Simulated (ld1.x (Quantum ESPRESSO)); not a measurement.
vanadium (V): one change to a TM potential, before and after

| Quantity | Value |
| --- | --- |
| Element | vanadium |
| Generator | ld1.x (Quantum ESPRESSO) 7.5 |
| Type | norm-conserving Troullier–Martins (Kleinman–Bylander form) |
| Functional | PBEsol |
| Relativity | scalar-relativistic |
| Frozen core | [Ar] |
| Valence charge | 5 |
| Reference configuration | 3d3 4s2 4p0 |
| Partial waves | 4p (bound, empty): rc 3.95 bohr; 3d (bound): rc 1.75 bohr; 4s (bound): rc 2.55 bohr |
| Local potential | the s channel |
| Core correction | a·sin(br)/r model core, default radius (core density twice the valence density) |

All-electron outer shells of the reference configuration (PBEsol, scalar-relativistic, ld1.x):

```json
{"shell": "3s", "level (eV)": "-70.03", "outermost node (bohr)": "0.38", "outermost maximum (bohr)": "0.82"}
{"shell": "3p", "level (eV)": "-43.95", "outermost node (bohr)": "0.35", "outermost maximum (bohr)": "0.84"}
{"shell": "3d", "level (eV)": "-5.18", "outermost node (bohr)": "–", "outermost maximum (bohr)": "0.90"}
{"shell": "4s", "level (eV)": "-4.72", "outermost node (bohr)": "1.17", "outermost maximum (bohr)": "2.76"}
{"shell": "4p", "level (eV)": "-1.43", "outermost node (bohr)": "1.30", "outermost maximum (bohr)": "3.63"}
```

Change: wave 3d (bound): rc 1.75 bohr becomes 3d (bound): rc 1.40 bohr.

Cutoffs: the cutoffs (Ry, on a coarse ladder) from which the occupation-weighted sum of valence levels, in a spherical-Bessel basis at the reference potential, stays within 10 and 1 mRy of its value at 400 Ry; they do not see the model core or the augmentation charge, which bear on the density cutoff. Errors are all-electron minus pseudo energies relative to the spin-unpolarised reference configuration.

Problem. What does the change do?

Solution. The potential gets harder (70 Ry and 80 Ry → 100 Ry and 110 Ry); of the 7 tests that both files solve, the error grows in 3 and shrinks in 0 by more than 15 % and 0.3 meV (median size 324.0 → 370.7 meV); neither file shows a bound ghost. A smaller radius makes the pseudo-wave follow the all-electron one further in, where it bends more sharply, so more plane waves are needed. That the errors move this way runs against the usual rule that smaller radii transfer better.

```csv
quantity,base,changed
"cutoff, loose",70 Ry,100 Ry
"cutoff, tight",80 Ry,110 Ry
loose cutoff by channel (10 mRy a level),"d 60 Ry, s 6 Ry","d 90 Ry, s 6 Ry"
bound ghosts,none,none
"error for 3d3 4s1 4p0, meV [ΔE 7.75 eV]",-6.0,-7.0
"error for 3d3 4s0 4p0, meV [ΔE 21.95 eV]",-46,-51
"error for 3d2 4s0 4p0, meV [ΔE 50.80 eV]",-478,-526
"error for 3d4 4s0 4p0, meV [ΔE 7.16 eV]",-324,-371
"error for 3d1 4s0 4p0, meV [ΔE 96.63 eV]",-1781,-2170
"error for 3d2 4s2 4p1, meV [ΔE 5.80 eV]",-348,-413
"error for 3d3.5 4s1.5 4p0, meV [ΔE 0.05 eV]",-59,-67
s: phases at 4.30 bohr within 0.05 rad from the reference energy up to (Ry; the scan ends near 5),0.8,0.8
p: phases at 4.30 bohr within 0.05 rad from the reference energy up to (Ry; the scan ends near 5),1.3,1.3
d: phases at 4.30 bohr within 0.05 rad from the reference energy up to (Ry; the scan ends near 5),0.2,0.2
```
